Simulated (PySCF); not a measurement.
# What settings do to a single point of Sm2O(OH)2

The sound run of Sm2O(OH)2 (singlet in the valence; each metal's 4f electrons, 6 of them, lie in its core potential, out of spins and levels) uses PySCF 2.14.0, RKS B3LYP, Sm lcecp-0-SVP with ECP52, O def2-SVP, H def2-SVP; non-relativistic Hamiltonian with scalar-relativistic core potentials where named; density fitting; no spin-orbit coupling, grid (50, 194), threshold 1e-8 Eh and 55 cycles, at the relaxed geometry:

```xyz
7

Sm   -1.2854    0.0000    2.1768
Sm   -1.2854    0.0000   -2.1768
O    -1.5656    0.0000    0.0000
O     0.7243    0.0000    3.0885
H     1.6870    0.0000    3.1191
O     0.7243    0.0000   -3.0885
H     1.6870    0.0000   -3.1191
```

There Sm1 has a Mulliken charge of 0.77 e and the dipole about the centre of mass is 7.11 D. Each run below changes one thing and starts from free metal ions and neutral atoms unless it says otherwise; with 55 cycles, smearing, a level shift and second-order steps follow where DIIS fails, and their cycles count. Energy shifts count from the sound run. On f atoms grids over 110 angular points are at least (60, 302).

Q: One further run converged with energy shift (eV) -7.88, largest force component (eV/Å) 18.27, charge on Sm1 (e) 0.73, dipole about the centre of mass (D) 6.75. Which change was it?
A. start from a density of up to 30 smeared cycles (not counted)
B. all coordinates × 1.12
C. grid (10, 14)

A: C.

Q: And the other changes listed?

A: 
| change | outcome | cycles | energy shift (eV) | largest force component (eV/Å) | charge on Sm1 (e) | dipole about the centre of mass (D) |
| --- | --- | --- | --- | --- | --- | --- |
| start from a density of up to 30 smeared cycles (not counted) | converged | 8 | 0.0000 | 0.01 | 0.77 | 7.11 |
| all coordinates × 1.12 | converged | 15 | 2.07 | 4.17 | 0.81 | 8.93 |

Unsound on purpose, so not properties of the compound: grid (10, 14).

Forces carry noise of the integration grid, about 0.01 to 0.03 eV/Å.

An lcecp potential fixes the number of 4f electrons, so in runs with it no electron can move into or out of that shell.
